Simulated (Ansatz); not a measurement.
CH6F2Si2 (`C[Si](F)(F)[SiH3]`). Charge 0, multiplicity 1. All single points use the PBE0-D4/def2-TZVP geometry.

```xyz
11

C     0.901    1.448   -0.451
Si    0.686   -0.353   -0.102
F     1.128   -1.180   -1.396
F     1.703   -0.773    1.057
Si   -1.466   -1.046    0.517
H     1.938    1.657   -0.728
H     0.255    1.763   -1.274
H     0.653    2.046    0.429
H    -2.427   -0.718   -0.570
H    -1.488   -2.511    0.766
H    -1.883   -0.331    1.754
```

What is the dipole moment at B3LYP/def2-TZVPP? (An estimate is asked.)

Ansatz gave: 2.00 D, with components (-1.07, 1.69, -0.03) D in this frame, pointing from negative to positive charge.

And with PBE, r2SCAN, ωB97M-V? (Best estimate.)

The calculation gave: PBE 1.92 D, r2SCAN 1.96 D, ωB97M-V 1.98 D.

Give the Mulliken charges with B3LYP, ωB97M-V, PBE in def2-TZVPP. (Estimate.)

Ansatz gave: 
```json
{"atom": "C1", "B3LYP": "-0.40", "ωB97M-V": "-0.45", "PBE": "-0.39"}
{"atom": "Si2", "B3LYP": "0.78", "ωB97M-V": "0.74", "PBE": "0.69"}
{"atom": "F3", "B3LYP": "-0.32", "ωB97M-V": "-0.31", "PBE": "-0.28"}
{"atom": "F4", "B3LYP": "-0.32", "ωB97M-V": "-0.31", "PBE": "-0.28"}
{"atom": "Si5", "B3LYP": "0.08", "ωB97M-V": "-0.02", "PBE": "0.02"}
{"atom": "H6", "B3LYP": "0.11", "ωB97M-V": "0.13", "PBE": "0.11"}
{"atom": "H7", "B3LYP": "0.11", "ωB97M-V": "0.13", "PBE": "0.11"}
{"atom": "H8", "B3LYP": "0.11", "ωB97M-V": "0.13", "PBE": "0.11"}
{"atom": "H9", "B3LYP": "-0.05", "ωB97M-V": "-0.01", "PBE": "-0.04"}
{"atom": "H10", "B3LYP": "-0.04", "ωB97M-V": "-0.01", "PBE": "-0.03"}
{"atom": "H11", "B3LYP": "-0.05", "ωB97M-V": "-0.01", "PBE": "-0.04"}
```

B3LYP here is the variant with VWN-RPA as its local correlation; programs differ in this.
